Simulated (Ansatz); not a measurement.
Mulliken charges of CH₃ClFIn, SMILES `[CH3][In]([F])[Cl]` from r2SCAN/def2-TZVPP in Ansatz (PBE0-D4/def2-TZVP geometry).

```csv
atom,x (Å),y (Å),z (Å),charge (e)
C1,-0.391,0.951,0.427,-0.412
In2,0.391,-0.846,-0.384,0.942
F3,2.306,-1.126,-0.600,-0.478
Cl4,-0.728,-2.729,-1.136,-0.379
H5,-1.113,1.373,-0.271,0.107
H6,-0.891,0.726,1.368,0.105
H7,0.426,1.650,0.595,0.115
```

By hand: the dipole of these point charges (1 e Å = 4.8032 D).

Σ q r = (-0.461, 0.797, 0.363) e Å, of length 0.990 e Å = 4.76 D.

How does the dipole of the full density compare? (Best estimate.)

Computed: (-0.413, 0.683, 0.314) e Å, 4.12 D; the point charges give 1.16 times that, at 1° from its direction.

Point charges leave out the atoms' own dipoles, such as those of lone pairs, and Mulliken's split depends on the basis, so the two needn't agree.
